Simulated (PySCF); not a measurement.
Job for PySCF: D3(BJ) and D4 dispersion corrections on Ge2H8 (a complex), monomers drawn apart or pushed together.

```python
from pyscf import gto
from pyscf.dispersion import dftd3, dftd4

mol = gto.M(
    atom='''
    Ge    0.12721440   -0.06567561    0.38920267
    H     0.50711535    0.36237339   -1.03629169
    H     1.20839491   -0.99935054    0.95173922
    H    -1.22211318   -0.79753565    0.36392592
    H     0.01642066    1.17908033    1.28262354
    Ge   -0.10129211    0.05231943    4.09852994
    H     1.37304432    0.23787589    3.71335987
    H    -0.75273938   -0.96017573    3.14464118
    H    -0.83381153    1.39747837    3.99206207
    H    -0.19544042   -0.47184294    5.53951818
    ''',
    basis='def2-svp',
    charge=0, spin=0, verbose=0, max_memory=1800)
d3, d4 = {}, {}
for xc in ['hf', 'pbe', 'blyp', 'revpbe', 'tpss', 'r2scan', 'b3lyp', 'pbe0', 'bhlyp', 'camb3lyp', 'b2plyp']:
    d3[xc] = float(dftd3.DFTD3Dispersion(mol, xc=xc, version='d3bj', atm=False).get_dispersion()['energy'])
    print(f'D3(BJ) {xc:10s} {d3[xc]:14.8f} Eh')
for xc in ['hf', 'pbe', 'blyp', 'revpbe', 'tpss', 'r2scan', 'b3lyp', 'pbe0', 'bhlyp', 'camb3lyp', 'b2plyp']:
    d4[xc] = float(dftd4.DFTD4Dispersion(mol, xc={'camb3lyp': 'cam-b3lyp'}.get(xc, xc), atm=True).get_dispersion()['energy'])
    print(f'D4     {xc:10s} {d4[xc]:14.8f} Eh')
```

Output:

```
D3(BJ) hf            -0.04350940 Eh
D3(BJ) pbe           -0.00583503 Eh
D3(BJ) blyp          -0.01282851 Eh
D3(BJ) revpbe        -0.01404108 Eh
D3(BJ) tpss          -0.00755492 Eh
D3(BJ) r2scan        -0.00168806 Eh
D3(BJ) b3lyp         -0.01060633 Eh
D3(BJ) pbe0          -0.00526439 Eh
D3(BJ) bhlyp         -0.00867996 Eh
D3(BJ) camb3lyp      -0.00510993 Eh
D3(BJ) b2plyp        -0.00522061 Eh
D4     hf            -0.01826655 Eh
D4     pbe           -0.00551928 Eh
D4     blyp          -0.01191269 Eh
D4     revpbe        -0.01564926 Eh
D4     tpss          -0.00742789 Eh
D4     r2scan        -0.00137196 Eh
D4     b3lyp         -0.00890046 Eh
D4     pbe0          -0.00471464 Eh
D4     bhlyp         -0.00713721 Eh
D4     camb3lyp      -0.00483623 Eh
D4     b2plyp        -0.00386829 Eh
```

The run finished.

Cost: very roughly 0.05 core-seconds.
